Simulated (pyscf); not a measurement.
•H₂Si–GeH₃, doublet

Gas-phase minimum from PySCF at ωB97X-D3(BJ)/def2-SVP, one conformer. •H₂Si–GeH₃ lies 8.4 kcal/mol over its isomer H₃Si–GeH₂•, and others may lie lower still (electronic energy, ωB97M-D3(BJ)). 

SMILES: [SiH2][GeH3]
```xyz
7

Si    -0.4412    -1.1004     0.9517
Ge     0.9455     0.7869     0.6549
H      0.1375    -2.1133     1.8854
H     -0.8201    -1.7590    -0.3349
H      2.2927     0.4071     0.0122
H      0.2425     1.8070    -0.2538
H      1.2229     1.4433     2.0161
```
Charge 0, spin multiplicity 2.

Bond lengths (Å): Si1–Ge2 2.361, Si1–H3 1.494, Si1–H4 1.494, Ge2–H5 1.540, Ge2–H6 1.536, Ge2–H7 1.536. Bond angles (°): Ge2–Si1–H3 113.1, Ge2–Si1–H4 113.1, H3–Si1–H4 109.7, Si1–Ge2–H5 111.7, Si1–Ge2–H6 109.7, Si1–Ge2–H7 109.6, H5–Ge2–H6 108.5, H5–Ge2–H7 108.5, H6–Ge2–H7 108.8.

Properties at ωB97X-D3(BJ)/def2-SVP:

```json
{
 "harmonic_wavenumbers_unscaled": "118, 379, 381, 405, 592, 610, 818, 904, 905, 931, 2161, 2186, 2187, 2228, 2246 cm⁻¹",
 "zero_point_energy": "24.4 kcal/mol",
 "rotational_symmetry_number": "1",
 "Entropy of this conformer at 298 K and 1 atm, rigid rotor and harmonic oscillator, modes under 100 cm⁻¹ raised to 100": "303.4 J/(mol K)",
 "dipole_moment": "0.06 D",
 "Spin expectation value S2": "0.752"
}
```

Single-point totals, which compare only within one level (frozen core for MP2 and CC):

```
level                   total energy (hartree)
----------------------  ----------------------
ωB97X-D3(BJ)/def2-TZVP             -2369.43944
PBE/def2-TZVP                      -2368.97295
r²SCAN/def2-TZVP                   -2369.41358
B3LYP-D3(BJ)/def2-TZVP             -2369.53321
PBE0-D3(BJ)/def2-TZVP              -2369.06639
M06-2X/def2-TZVP                   -2369.41561
ωB97M-D3(BJ)/def2-TZVP             -2369.50442
UHF/def2-TZVPP                     -2367.17466
MP2/def2-TZVPP                     -2367.54936
CCSD/def2-TZVPP                    -2367.58565
CCSD(T)/def2-TZVPP                 -2367.59931
```

Soft torsions are taken as harmonic, which can shift the entropy by several J/(mol K). The CCSD(T) − MP2 part came from Ansatz, without density fitting, on the same reference. The frozen core leaves the outer d or s,p core shells of the metals and heavy elements correlated in the MP2 and CC values, and def2-TZVPP describes them poorly, so these totals are far from the basis limit. Elements up to Kr have no core potential and no relativistic terms here.
